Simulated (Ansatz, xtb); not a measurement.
# Relaxing a trial structure of F2H2SiSn

The starting geometry of this gas-phase singlet was built from a drawn formula by distance geometry and a force field; its bonds are those of `[F][SnH]([F])[SiH]`.

```xyz
6

F    -4.2633   -0.9541    1.7325
F    -1.5604   -1.0206    0.0596
Si   -2.9865    2.2857    0.6269
Sn   -2.5804   -0.0513    1.4113
H    -1.6555    0.0097    2.9005
H    -1.7139    2.9798    0.4350
```

Predict what it relaxes into with r2SCAN-D4/def2-SVP.

A new bond forms, giving a structure with F2 bridging Si3 and Sn4, given below by its coordinates. Distances that change by over a tenth: F2–Sn4 (1.95 → 2.33 Å). Contacts that close: F2–Si3 (3.65 → 1.78 Å).

The energy falls by 1.54 eV over 19 steps:

```tsv
step	E − E(last) (eV)
1	1.538
3	0.999
5	0.975
7	0.964
9	0.942
11	0.688
13	0.112
15	0.006
17	0.001
19	0.000
```

Final geometry (Å):

```yaml
atoms:
  - { symbol: F, position_ang: [-4.1092, -1.1760, 1.9302] }
  - { symbol: F, position_ang: [-1.8608, 0.2405, -0.0410] }
  - { symbol: Si, position_ang: [-2.7393, 1.7826, -0.1535] }
  - { symbol: Sn, position_ang: [-2.8725, 0.3266, 2.0545] }
  - { symbol: H, position_ang: [-1.5631, -0.5121, 2.8463] }
  - { symbol: H, position_ang: [-1.6152, 2.5876, 0.5293] }
```

From the same start GFN2-xTB ends elsewhere, differing in F2–Sn4 (3.41 against 2.33 Å here).

No frequencies were run, so the end isn't proven a minimum. Atoms past krypton carry core potentials, without spin–orbit terms. Run with Ansatz 0.2.0, 25 s on 2 threads of Intel(R) Xeon(R) Platinum 8375C CPU @ 2.90GHz (Ice Lake), on a shared host.
